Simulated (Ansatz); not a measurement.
Species: C₃H₅Cl, charge 0, singlet. C3H5Cl (SMILES C(=C\Cl)/C).
B3LYP-D3(BJ)/def2-TZVP minimum from Ansatz (an electronic-structure program):
```xyz
9

C     -2.4001     0.0573    -0.0666
C     -0.9526     0.4339    -0.0613
C      0.0292    -0.4473     0.0387
Cl     1.7132    -0.0083     0.0448
H     -2.8847     0.3888    -0.9890
H     -2.9297     0.5371     0.7609
H     -2.5361    -1.0211     0.0213
H     -0.7075     1.4873    -0.1443
H     -0.1263    -1.5137     0.1251
```

Total energies in hartree (Ansatz). Radicals and triplets start from unrestricted determinants; spin-orbit coupling is neglected. Correlated methods leave the cores frozen. No relativity. For partners of very few electrons the exact lower level stands in for a higher one.

| species | HF/cc-pV(T+d)Z | CCSD(T)/cc-pV(T+d)Z | HF/cc-pV(Q+d)Z | CCSD(T)/cc-pV(Q+d)Z | CCSD(T)/cc-pV(D+d)Z | CCSDT(Q)/cc-pV(D+d)Z |
|---|---|---|---|---|---|---|
| 1: C3H5Cl (SMILES C/C=C/Cl) | -576.05468 | -576.81994 | -576.06579 | -576.87784 | -576.62393 | -576.62624 |
| 2: C (triplet) | -37.69157 | -37.78076 | -37.69331 | -37.78654 | -37.76038 | -37.76071 |
| 3: Cl (doublet) | -459.48556 | -459.67356 | -459.48916 | -459.69449 | -459.60403 | -459.60445 |
| 4: H (doublet) | -0.49981 | -0.49981 | -0.49995 | -0.49995 | -0.49928 | -0.49928 |

Question: Work out the atomisation energy (electronic, to ground-state atoms) in kcal/mol: take Hartree-Fock from cc-pV(Q+d)Z, extrapolate the CCSD(T) correlation energy as X^-3 (X = 3, 4), and add CCSDT(Q) - CCSD(T) in cc-pV(D+d)Z. 1 hartree = 627.51 kcal/mol.

Answer: 
Species 1: correlation (64·(-0.81205) - 27·(-0.76526))/37 = -0.84619; step -0.00231; E1 = -576.06579 + (-0.84619) + (-0.00231) = -576.91429
Species 2: correlation (64·(-0.09323) - 27·(-0.08919))/37 = -0.09618; step -0.00033; E2 = -37.69331 + (-0.09618) + (-0.00033) = -37.78982
Species 3: correlation (64·(-0.20533) - 27·(-0.18800))/37 = -0.21798; step -0.00042; E3 = -459.48916 + (-0.21798) + (-0.00042) = -459.70756
Species 4: correlation (64·(0.00000) - 27·(0.00000))/37 = 0.00000; step +0.00000; E4 = -0.49995 + (0.00000) + (+0.00000) = -0.49995
-1·E1 +3·E2 +1·E3 +5·E4 = 1.33752 hartree = 839.3 kcal/mol.
